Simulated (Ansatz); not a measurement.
Job for Ansatz (a quantum-chemistry and plane-wave program): U-B3LYP-D3(BJ)/def2-TZVP on C2H5 (SMILES [CH2]C).

Ansatz 0.2 input:
```yaml
crystal:
  periodic: [false, false, false]
  atoms:
    - {symbol: C, position_ang: [-0.03490000, -0.62330000, 0.00000000]}
    - {symbol: C, position_ang: [-0.03490000, 0.86580000, 0.00000000]}
    - {symbol: H, position_ang: [0.98560000, -1.03270000, 0.00000000]}
    - {symbol: H, position_ang: [-0.53750000, -1.02230000, 0.88480000]}
    - {symbol: H, position_ang: [-0.53750000, -1.02230000, -0.88480000]}
    - {symbol: H, position_ang: [0.07960000, 1.41740000, 0.92370000]}
    - {symbol: H, position_ang: [0.07960000, 1.41740000, -0.92370000]}
basis:
  gaussian:
    orbitals: def2-TZVP
hamiltonian:
  xc: b3lyp
  dispersion: d3bj
magnetization: {spin_polarized: true, initial_magnetization: 1}
relax: {f_tol: 0.004, max_steps: 120}
```

It printed:

```
WARN ansatz: RAYON_NUM_THREADS=1 ignored (pool sized by the plan → 1); use --threads N
Functional definition: B3LYP
integrals: 0.02 GiB planned
580 factors; their error is unknown
mean field: 0.25 GiB planned
mean field evaluation 1: about -2148.5562 eV, gradient 3.7e1 eV
mean field evaluation 2: about -2145.4867 eV, gradient 4.3e1 eV
mean field evaluation 4: about -2154.9494 eV, gradient 5.2e-1 eV
mean field evaluation 8: about -2154.9358 eV, gradient 2.8e-1 eV
mean field evaluation 16: about -2154.9360 eV, gradient 2.9e-5 eV
mean field -2154.93603593 eV, -79.1924386522 hartree, gradient 2.9e-5 eV, S^2 0.753929; 0 other end points of the search recorded, 0 dependent functions left out
the calculation of the forces begins
reference -2154.93625233 eV, -79.1924466048 hartree; 9, 8 occupied and 83, 84 virtual orbitals, 580 factors
relax step   1: F+E_penalty+E_count = -2155.06218373 eV  Δ(F+E_penalty+E_count) = +0.000e0 eV  max|allowed force component| = 2.000e-1 eV/Å  Δτ_max = 0.0000 Å  (28 SCF iters, accepted)
these checks for a lower state are left out or cut short: starts, cluster_reference, orbital_swaps, neighbouring_geometries, increment
integrals: 0.02 GiB planned
580 factors; their error is unknown
mean field: 0.25 GiB planned
mean field -2154.93857851 eV, -79.1925320905 hartree, gradient 1.6e-5 eV, S^2 0.753999; 0 other end points of the search recorded, 0 dependent functions left out
the calculation of the forces begins
reference -2154.93879402 eV, -79.1925400103 hartree; 9, 8 occupied and 83, 84 virtual orbitals, 580 factors
relax step   2: F+E_penalty+E_count = -2155.06468950 eV  Δ(F+E_penalty+E_count) = -2.506e-3 eV  max|allowed force component| = 1.177e-1 eV/Å  Δτ_max = 0.0246 Å  (31 SCF iters, accepted)
these checks for a lower state are left out or cut short: starts, cluster_reference, orbital_swaps, neighbouring_geometries, increment
integrals: 0.02 GiB planned
580 factors; their error is unknown
mean field: 0.25 GiB planned
mean field evaluation 32: about -2154.9388 eV, gradient 1.5e-5 eV
mean field -2154.93879954 eV, -79.1925402132 hartree, gradient 1.5e-5 eV, S^2 0.753999; 0 other end points of the search recorded, 0 dependent functions left out
the calculation of the forces begins
reference -2154.93901502 eV, -79.1925481319 hartree; 9, 8 occupied and 83, 84 virtual orbitals, 580 factors
relax step   3: F+E_penalty+E_count = -2155.06494210 eV  Δ(F+E_penalty+E_count) = -2.526e-4 eV  max|allowed force component| = 2.936e-2 eV/Å  Δτ_max = 0.0027 Å  (32 SCF iters, accepted)
these checks for a lower state are left out or cut short: starts, cluster_reference, orbital_swaps, neighbouring_geometries, increment
integrals: 0.02 GiB planned
580 factors; their error is unknown
mean field: 0.25 GiB planned
mean field -2154.93881871 eV, -79.1925409174 hartree, gradient 1.5e-5 eV, S^2 0.753998; 0 other end points of the search recorded, 0 dependent functions left out
the calculation of the forces begins
reference -2154.93903423 eV, -79.1925488377 hartree; 9, 8 occupied and 83, 84 virtual orbitals, 580 factors
relax step   4: F+E_penalty+E_count = -2155.06496081 eV  Δ(F+E_penalty+E_count) = -1.871e-5 eV  max|allowed force component| = 2.663e-3 eV/Å  Δτ_max = 0.0007 Å  (33 SCF iters, accepted)
integrals: 0.02 GiB planned
580 factors; their error is unknown
mean field: 0.25 GiB planned
mean field evaluation 64: about -2154.9388 eV, gradient 8.3e-6 eV
mean field -2154.93881871 eV, -79.1925409174 hartree, gradient 1.5e-5 eV, S^2 0.753998; 1 other end points of the search recorded, 0 dependent functions left out
the calculation of the forces begins
reference -2154.93903423 eV, -79.1925488377 hartree; 9, 8 occupied and 83, 84 virtual orbitals, 580 factors
Total energy: -2155.06517633 eV, -79.1971844746 hartree
Atom 0 at    -0.033759    -0.619335     0.000000 Å, force     0.000498     0.002663    -0.000000 eV/Å
Atom 1 at    -0.008224     0.863553     0.000000 Å, force    -0.001053    -0.001520    -0.000000 eV/Å
Atom 2 at     0.981082    -1.046376     0.000000 Å, force     0.000997    -0.000596    -0.000000 eV/Å
Atom 3 at    -0.534912    -1.017475     0.885425 Å, force    -0.000547    -0.000397     0.000429 eV/Å
Atom 4 at    -0.534912    -1.017475    -0.885425 Å, force    -0.000547    -0.000397    -0.000429 eV/Å
Atom 5 at     0.065362     1.418554     0.924915 Å, force     0.000326     0.000124     0.000612 eV/Å
Atom 6 at     0.065362     1.418554    -0.924915 Å, force     0.000326     0.000124    -0.000612 eV/Å
Dipole moment:     0.024296    -0.059073    -0.000000 e Å
```

Self-consistency was reached.

Cost: very roughly 7 core-seconds.
